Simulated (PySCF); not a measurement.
Fractional electron number in V+ (vanadium, charge +1)

The 3d alpha orbital of [Ar] 3d4 is emptied in steps (occupation f), with all orbitals relaxed, ending at [Ar] 3d3. Calculation: PySCF 2.14, in def2-SVP (5s3p2d1f, 31 functions); the non-relativistic Hamiltonian (point nucleus). The exact energy is a straight line in f; departures are measured from the line between the end points of the same method.

```csv
f,UHF (eV),LDA (eV),PBE (eV)
1,0.000,0.000,0.000
0.9,0.155,-0.598,-0.584
0.7,0.349,-1.408,-1.375
0.5,0.399,-1.694,-1.652
0.3,0.322,-1.438,-1.401
0.1,0.133,-0.623,-0.606
0,0.000,0.000,0.000
```

| method | E(f=0) − E(f=1) (eV) | −ε at f=1 (eV) | −ε at f=0.5 (eV) |
| --- | --- | --- | --- |
| UHF | 13.074 | 14.837 | 12.995 |
| LDA | 15.473 | 8.864 | 15.385 |
| PBE | 15.067 | 8.611 | 14.989 |

Orbital energy along the path (eV):

| f | UHF | LDA | PBE |
| --- | --- | --- | --- |
| 1 | -14.837 | -8.864 | -8.611 |
| 0.9 | -14.423 | -10.132 | -9.854 |
| 0.7 | -13.663 | -12.720 | -12.386 |
| 0.5 | -12.995 | -15.385 | -14.989 |
| 0.3 | -12.398 | -18.135 | -17.669 |
| 0.1 | -11.867 | -20.976 | -20.427 |
| 0 | -11.623 | -22.432 | -21.836 |

Reference removal energy between the ground levels: 14.634 ± 0.007 eV (measured; NIST Atomic Spectra Database, ionization energies). The calculation has no spin-orbit coupling. The determinant left behind need not be the lowest term of the ion. UHF lacks correlation.
